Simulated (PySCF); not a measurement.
`COc1ccncc1`, C₆H₇NO

Molfile (atoms numbered from 1):
```
C6H7NO
     RDKit          3D

 15 15  0  0  0  0  0  0  0  0999 V2000
    2.2717   -0.1201    0.1066 C   0  0  0  0  0  0  0  0  0  0  0  0
    1.2235    0.8081    0.0161 O   0  0  0  0  0  0  0  0  0  0  0  0
   -0.0344    0.3549   -0.0739 C   0  0  0  0  0  0  0  0  0  0  0  0
   -1.0534    1.3127   -0.1615 C   0  0  0  0  0  0  0  0  0  0  0  0
   -2.3671    0.8764   -0.2560 C   0  0  0  0  0  0  0  0  0  0  0  0
   -2.7318   -0.4076   -0.2697 N   0  0  0  0  0  0  0  0  0  0  0  0
   -1.7584   -1.3056   -0.1860 C   0  0  0  0  0  0  0  0  0  0  0  0
   -0.4007   -0.9951   -0.0867 C   0  0  0  0  0  0  0  0  0  0  0  0
    2.3180   -0.7716   -0.7831 H   0  0  0  0  0  0  0  0  0  0  0  0
    3.1999    0.4610    0.1709 H   0  0  0  0  0  0  0  0  0  0  0  0
    2.1814   -0.7512    1.0076 H   0  0  0  0  0  0  0  0  0  0  0  0
   -0.7970    2.3733   -0.1535 H   0  0  0  0  0  0  0  0  0  0  0  0
   -3.1758    1.6131   -0.3252 H   0  0  0  0  0  0  0  0  0  0  0  0
   -2.0627   -2.3592   -0.1976 H   0  0  0  0  0  0  0  0  0  0  0  0
    0.3343   -1.7974   -0.0223 H   0  0  0  0  0  0  0  0  0  0  0  0
  1  2  1  0
  2  3  1  0
  3  4  2  0
  4  5  1  0
  5  6  2  0
  6  7  1  0
  7  8  2  0
  8  3  1  0
  1  9  1  0
  1 10  1  0
  1 11  1  0
  4 12  1  0
  5 13  1  0
  7 14  1  0
  8 15  1  0
M  END
```

Level of theory: quadratic response CAM-B3LYP/aug-cc-pVDZ first hyperpolarisability, Taylor convention, gas phase (PySCF 2.14.0). Geometry: PBE0-D3(BJ)/def2-SVP.

(1) Give the tensor of the second harmonic β(−2ω;ω,ω) at 1064 nm in the axes of these coordinates.

## Answers

(1) In au, Taylor convention; rows are the first index (the induced dipole):
```
       xx     yy     zz     xy     xz     yz
x  +218.8  -13.2   -5.4  +78.8  +16.8   +3.6
y   +77.4   +7.2  +31.7  -10.5   +3.5   -0.2
z   +17.0   -0.4   -2.9   +3.6   -7.3  +31.8
```
Norm of βᵢ = ⅓ Σⱼ (βᵢⱼⱼ + βⱼᵢⱼ + βⱼⱼᵢ): 232.9 au, hyper-Rayleigh value 104.2 au.
